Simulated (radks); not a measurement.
Coulomb parameter of the 5d shell of neutral tungsten in the model configuration [Xe] 4f14 5d2 6s2 6p2, as a second difference U = [E(n + 0.25) + E(n - 0.25) - 2 E(n)] / (0.25)^2 with all orbitals relaxed. "Bare": the charge of the atom changes with n. "Screened": the 6p shell takes up the change at fixed total charge, which measures U(5d,5d) + U(6p,6p) - 2 U(5d,6p). Calculated with a radial shooting solver on a logarithmic mesh with Libxc functionals: scalar-relativistic Kohn-Sham, PBE, spin-unpolarised, spherical densities, point nucleus.

| case | configuration | E - E(n) (eV) |
|---|---|---|
| start | [Xe] 4f14 5d2 6s2 6p2 | 0.000 |
| bare +0.25 | [Xe] 4f14 5d2.25 6s2 6p2 | -2.286 |
| bare -0.25 | [Xe] 4f14 5d1.75 6s2 6p2 | 2.831 |
| screened +0.25 | [Xe] 4f14 5d2.25 6s2 6p1.75 | -1.668 |
| screened -0.25 | [Xe] 4f14 5d1.75 6s2 6p2.25 | 1.794 |

U(bare) = 8.718 eV, U(screened by 6p) = 2.021 eV, against the Slater integral F0(5d,5d) = 13.508 eV with frozen orbitals. The step up makes a negative ion, whose loosely bound charge lowers the bare value.
